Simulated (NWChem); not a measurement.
Molecule: C$_{2}$H$_{4}$FNOSi; SMILES FC[SiH2]N=C=O

```xyz
10

O     -0.5941     3.1162    -0.0786
C     -0.1275     2.0476    -0.0246
N      0.3591     0.9549     0.0239
Si     0.9720    -0.6458     0.1613
C     -0.3069    -1.8816    -0.4880
F     -1.4351    -1.8639     0.3029
H      2.2114    -0.7647    -0.6606
H      1.2655    -0.9260     1.5935
H     -0.5872    -1.6443    -1.5303
H      0.1229    -2.9008    -0.4907
```
Atoms are numbered in this order, from 1.

Level: PBE0/def2-SVP (NWChem), optimised geometry, unscaled harmonic frequencies. 

| frequency (cm⁻¹) | IR intensity (km/mol) |
|---|---|
| 38 | 0.7 |
| 66 | 2.1 |
| 114 | 2.7 |
| 186 | 0.6 |
| 291 | 13.7 |
| 561 | 44.1 |
| 586 | 67.7 |
| 626 | 31.9 |
| 628 | 35.2 |
| 686 | 16.2 |
| 732 | 32.7 |
| 803 | 23.0 |
| 911 | 288.2 |
| 947 | 153.6 |
| 1106 | 66.5 |
| 1249 | 8.4 |
| 1314 | 1.9 |
| 1452 | 6.7 |
| 1551 | 32.5 |
| 2245 | 131.8 |
| 2265 | 114.4 |
| 2494 | 1565.1 |
| 3042 | 16.4 |
| 3105 | 13.9 |

```
Property                                                                            Value
-----------------------------------------------------------------------  ----------------
zero-point energy                                                           38.6 kcal/mol
thermal correction to the enthalpy at 298.15 K (with zero-point energy)     43.8 kcal/mol
heat capacity Cv                                                         23.5 cal/(mol K)
entropy at 298.15 K and 1 atm (symmetry number 1)                        87.4 cal/(mol K)
dipole moment                                                                      2.91 D
```

Rigid rotor and harmonic oscillator; modes under 100 cm⁻¹ make the entropy uncertain.
